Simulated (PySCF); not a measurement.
# Two-dimensional NMR puzzle

Compound of formula C7H15B. Correlations simulated from computed shifts and the bond graph:

HSQC (one-bond C–H):
| δH | δC |
| --- | --- |
| 1.99 | 28.4 |
| 1.76 | 26.6 |
| 1.61 | 33.7 |
| 1.49 | 34.2 |
| 1.40 | 26.6 |
| 1.25 | 31.4 |
| 1.22 | 31.4 |
| 1.00 | 21.9 |
| 0.71 | 5.1 |
| 0.65 | 28.4 |

COSY cross peaks (H two or three bonds apart, from the bond graph; peaks can be absent where the dihedral angle is near 90°):
| δH | δH |
| --- | --- |
| 7.48 | 1.99 |
| 7.48 | 1.61 |
| 7.48 | 0.65 |
| 1.99 | 1.76 |
| 1.99 | 1.40 |
| 1.99 | 0.65 |
| 1.76 | 1.40 |
| 1.76 | 1.25 |
| 1.76 | 1.22 |
| 1.76 | 0.65 |
| 1.61 | 1.49 |
| 1.61 | 0.71 |
| 1.49 | 1.25 |
| 1.49 | 1.22 |
| 1.49 | 1.00 |
| 1.40 | 1.25 |
| 1.40 | 1.22 |
| 1.40 | 0.65 |
| 1.25 | 1.22 |

HMBC (two and three bonds, from the bond graph):
| δH | δC |
| --- | --- |
| 7.48 | 34.2, 33.7, 28.4, 26.6, 5.1 |
| 1.99 | 33.7, 31.4, 26.6 |
| 1.76 | 34.2, 31.4, 28.4 |
| 1.61 | 34.2, 31.4, 28.4, 21.9, 5.1 |
| 1.49 | 33.7, 31.4, 26.6, 21.9, 5.1 |
| 1.40 | 34.2, 31.4, 28.4 |
| 1.25 | 34.2, 33.7, 28.4, 26.6, 21.9 |
| 1.22 | 34.2, 33.7, 28.4, 26.6, 21.9 |
| 1.00 | 34.2, 33.7, 31.4 |
| 0.71 | 34.2, 33.7 |
| 0.65 | 33.7, 31.4, 26.6 |

[PySCF 2.14.0 with density-fitted response routines: GIAO PBE0/pcSseg-1 shieldings; geometry: PBE0-D3(BJ)/def2-SVP; in vacuum; relativity neglected; averaged over atoms made equivalent by symmetry, fast rotation or ring inversion; a single conformation]

Shifts are taken against calculated references (same method and geometry level): TMS for 1H (σref 31.27), 13C (σref 184.41).

Exchangeable hydrogens are left out of these lists.

Q: Assemble the structure.

A: SMILES B1[C@@H](C)[C@@H](C)CCC1.

Atoms are numbered as in `[CH3:1][C@@H:2]1[BH:3][CH2:4][CH2:5][CH2:6][C@@H:7]1[CH3:8]`. Hydrogens are named by the atom that carries them. Ha(C4), Ha(C5), Ha(C6) are cis to C1 on the ring; Hb(C4), Hb(C5), Hb(C6) are trans to C1 on the ring.

δC 34.2 is C7, an sp3 CH in a ring (δH 1.49). δC 33.7 is C2, an sp3 CH bonded to B (δH 1.61). δC 31.4 is C6, an sp3 CH2 in a ring (δH 1.25, 1.22). δC 28.4 is C4, an sp3 CH2 bonded to B (δH 0.65, 1.99). δC 26.6 is C5, an sp3 CH2 in a ring (δH 1.76, 1.40). δC 21.9 is C8, a methyl carbon (δH 1.00). δC 5.1 is C1, a methyl carbon (δH 0.71). COSY links 7.48–1.99, 7.48–1.61, 7.48–0.65, 1.99–1.76, 1.99–1.40, 1.99–0.65.

This is the structure that produced the data.

Hydrogens on boron are broadened and split by 11B (spin 3/2, 80 %) and 10B (spin 3). A carbon bonded to boron is broadened by the quadrupolar boron nucleus and is often missing from a measured spectrum. Shifts are as computed. Against solution values, carbons near 30 ppm lie about +2 ppm off and those near 130 ppm about +5 ppm. Of 1309 compounds with measured shifts, 239 miss one by over three times the rms of a fit or turn the order of signals round; such compounds aren't used in these exercises.
